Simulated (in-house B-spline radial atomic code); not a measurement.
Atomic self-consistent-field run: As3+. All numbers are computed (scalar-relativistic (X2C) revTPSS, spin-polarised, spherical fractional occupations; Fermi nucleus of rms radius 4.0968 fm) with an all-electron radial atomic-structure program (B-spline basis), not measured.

Command:
```bash
python run_scf.py task.json out
```
Settings (nuclear radius in fm, mass in u):
```
Z                33
configuration    [Ar] 3d10 4s2
hamiltonian      x2c
method           revtpss,revtpss
spin_polarised   True
nucleus          fermi
rms_radius       4.0968
atomic_mass      74.92159
speed_of_light   137.035999084
```

Output (hartree, bohr):
```
 radial grid: 70 intervals, B-splines of order 8, outer radius 28.1081 bohr

 iter        energy (Eh)    residual
    1       -2258.095599    5.03e-02
    2       -2258.097911    2.44e-03
    3       -2258.098028    5.47e-04
    4       -2258.098031    3.04e-04
    5       -2258.098031    5.04e-05
    6       -2258.098031    4.08e-05
    7       -2258.098031    2.40e-06
    8       -2258.098031    3.30e-08

 total energy                     -2258.09803
 kinetic                            2308.8065
 electron-nucleus                  -5413.2634
 Hartree                             929.1171
 exchange-correlation                -82.7583

 orbital      occ     eigenvalue          <r>       <r^2>       <1/r>       r_max
 1s up      1.000      -432.2422    0.0450697  0.00274611     34.1919     0.02927
 1s down    1.000      -432.2422    0.0450697  0.00274611     34.1919     0.02927
 2s up      1.000       -55.9956      0.20225   0.0483094     7.49156      0.1698
 2s down    1.000       -55.9956      0.20225   0.0483094     7.49156      0.1698
 2p up      3.000       -49.1685     0.177122   0.0384359     7.22864      0.1362
 2p down    3.000       -49.1685     0.177122   0.0384359     7.22864      0.1362
 3s up      1.000        -8.3131     0.597835    0.411865     2.40321      0.5215
 3s down    1.000        -8.3131     0.597835    0.411865     2.40321      0.5215
 3p up      3.000        -6.2007     0.617011    0.447193     2.23275      0.5213
 3p down    3.000        -6.2007     0.617011    0.447193     2.23275      0.5213
 3d up      5.000        -2.7516     0.672492    0.568308     1.91512       0.477
 3d down    5.000        -2.7516     0.672492    0.568308     1.91512       0.477
 4s up      1.000        -1.6284      1.74409     3.44029    0.757337       1.536
 4s down    1.000        -1.6284      1.74409     3.44029    0.757337       1.536
```

Cost of the run: 0.43 s on 1 thread of Arm Neoverse V1 (shared host).

One-electron X2C: radii and densities carry no picture-change correction, so inner-shell <1/r> comes out high (for 1s by about 2 % at Z = 33, 5 % at 54, 10 % at 75, 30 % at 118) and <r> low.
